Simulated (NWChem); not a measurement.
Species: C$_{3}$H$_{7}$FSi; SMILES [SiH2](C(F)=C)C

```xyz
12

C      0.8654    -1.9022     0.4570
C      0.0487    -0.9474     0.0125
F     -1.2557    -1.2340    -0.1860
Si     0.4825     0.8485    -0.3885
C     -0.5984     2.0034     0.6183
H      0.4978    -2.9124     0.6597
H      1.9212    -1.6832     0.6232
H      0.2530     1.0734    -1.8491
H      1.9349     1.0303    -0.0871
H     -1.6604     1.7800     0.4335
H     -0.4050     1.8834     1.6950
H     -0.4154     3.0545     0.3476
```
Atoms are numbered in this order, from 1.

Computed with NWChem. Pople sets run with spherical d functions. Coordinates come from a PBE0/def2-SVP optimisation. No frequency run checked for a minimum. B3LYP is NWChem's, with the RPA form of VWN correlation. GIAO values for the isolated, static molecule; σ is the absolute isotropic shielding, δ = σ(reference) − σ with the isolated reference molecule computed at the same levels (13C: tetramethylsilane, 19F: trichlorofluoromethane, 1H: tetramethylsilane, 29Si: tetramethylsilane).

For level PBE/pcSseg-1:

```yaml
"δ F3 (ppm)": -92.9
"δ Si4 (ppm)": -49.6
```

Question: How do the values read with level B3LYP/6-311G** instead?

Answer: The δ F3 (ppm) is -103.6 and the δ Si4 (ppm) is -45.7.
